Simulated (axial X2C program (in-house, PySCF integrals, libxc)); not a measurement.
Worked dissociation energy of KPb: HF, scalar-relativistic

Computed with an in-house all-electron X2C program for linear molecules (integrals from PySCF). Spin-free means the one-electron spin-free X2C Hamiltonian. Basis: Pb dyall-v2z [10s12p9d5f], K dyall-v2z [9s10p2d] (cores contracted in-house); Gaussian nuclei, density fitting, unrestricted open shells. Masses: Pb 207.977 u, K 38.964 u.

Molecular state: M_S = 3/2, Λ = 0 (beyond evenly filled blocks: σα, π+α, π-α).

| Item | Value |
| --- | --- |
| E(Pb) (2M_S = 2, M_L = 0) | -20880.147270 hartree |
| E(K) (2M_S = 1, M_L = 0) | -601.457256 hartree |
| E(KPb) at Re | -21481.634589 hartree |
| ωe | 118.0 cm⁻¹ |
| ωexe | 0.347 cm⁻¹ |

Q: Work out De and D0.

A: De = -20880.147270 + (-601.457256) − (-21481.634589) = 0.03006 hartree = 0.818 eV. The zero-point energy is ωe/2 − ωexe/4 = 59 cm⁻¹ = 0.007 eV, so D0 = 0.811 eV.

One determinant describes the state; a PBE0 search over occupations chose it and may have missed a lower one. Dissociation energies refer to the lowest single-determinant-based atoms at the same level and basis. PBE0 can misorder states that lie within some tenths of an eV, so this need not be the ground state of the molecule. The nearest other spin-free determinant of the search, M_S = 1/2, Λ = 0, lies 0.42 eV up at the distance of the search. Spin-free De lacks the spin–orbit lowering of the heavy p-block atom, a tenth of an eV or more for 4p and 5p, up to an eV for 6p and one to two eV for 7p atoms, less what an open-shell molecule gains itself. With spin–orbit coupling the lowest determinant has another configuration, so this spin-free state is a model.

Hartree–Fock lacks correlation and underbinds, often by eV.

Each atomic determinant is the lowest at this level and need not be a pure term. Totals compare only within one Hamiltonian and basis.
